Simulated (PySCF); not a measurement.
HgO⁺ from Hartree–Fock to correlated methods

State: ²Π (doublet), unpaired electrons π ↑. Set-up: PySCF, scalar-relativistic core potentials, basis sets Hg def2-SVPD with ECP60, O def2-SVPD. De refers to Hg⁺ + O in their high-spin ground configurations, without counterpoise correction. The functionals are run spin-unrestricted. A positive dipole points towards O; it is taken about the centre of mass and depends on that origin. Levels whose curve was spin-contaminated or gave no clean fit are not listed.

| Level | Re (Å) | ωe (cm⁻¹) | De (eV) | μ (D) |
| --- | --- | --- | --- | --- |
| ROHF | 1.998 | 591 | -1.31 | -4.12 |
| ROHF-MP2 | 2.004 | 513 | 0.472 | n/a |
| ROHF-SCS-MP2 | 2.020 | 496 | 0.433 | n/a |
| PBE | 2.006 | 491 | 1.40 | -1.91 |
| BP86 | 2.006 | 493 | 1.39 | -1.86 |
| r²SCAN | 1.991 | 511 | 1.15 | -2.13 |
| PBE0 | 2.007 | 473 | 0.83 | -2.28 |
| HSE06 | 2.011 | 469 | 0.84 | -2.24 |
| MN15 | 1.992 | 474 | 0.89 | -2.10 |

The bond length runs from 1.991 Å (r²SCAN) to 2.020 Å (ROHF-SCS-MP2). De spans -1.31 eV (ROHF, mean field) to 1.40 eV (PBE, GGA).

Correlated steps freeze 1 core orbital. Correlated levels converge slowly with the basis: in double zeta they bind strong bonds too weakly, by up to about 1 eV, and carry superposition errors of some tenths. These are scalar-relativistic numbers at best; spin–orbit coupling would shift them, the dissociation energy most. For an ion De counts to the pair picked by the measured ionisation energies or electron affinities, which need not be the lowest pair at this level. UHF is strongly spin-contaminated for HgO⁺, so the ROHF reference used there is far from stable. A negative De means that the minimum lies above the separated atoms at that level. The state was picked by a PBE0 search and need not be the measured ground state.

The whole job (state search and all levels along the bond) took about 2.1 min on 1 thread of Arm Neoverse V1 (shared host), peak memory 0.89 GiB.
